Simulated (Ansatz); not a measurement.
Results of the Gaussian-basis code of Ansatz.

A structure relaxed at PBE0-D4/def2-TZVP, charge 0, multiplicity 1:

| atom | x (Å) | y (Å) | z (Å) |
| --- | --- | --- | --- |
| C1 | 0.357 | 1.644 | 0.323 |
| N2 | 0.622 | 0.419 | 0.441 |
| Si3 | -0.044 | -0.868 | -0.493 |
| O4 | -0.677 | -1.971 | 0.521 |
| F5 | -1.208 | -0.364 | -1.460 |
| H6 | -0.351 | 2.053 | -0.412 |
| H7 | 0.842 | 2.379 | 0.975 |
| H8 | 0.996 | -1.458 | -1.352 |
| H9 | -0.537 | -1.833 | 1.458 |

Task: Give its formula and SMILES.

Result: CH4FNOSi, `C=N[SiH](O)F`.

Task: Summarise the bond lengths by kind.

Result: 1 × C–N 1.258 Å; 2 × C–H 1.096 to 1.100 Å; 1 × N–Si 1.724 Å; 1 × O–Si 1.626 Å; 1 × F–Si 1.596 Å; 1 × H–Si 1.472 Å; 1 × H–O 0.958 Å.
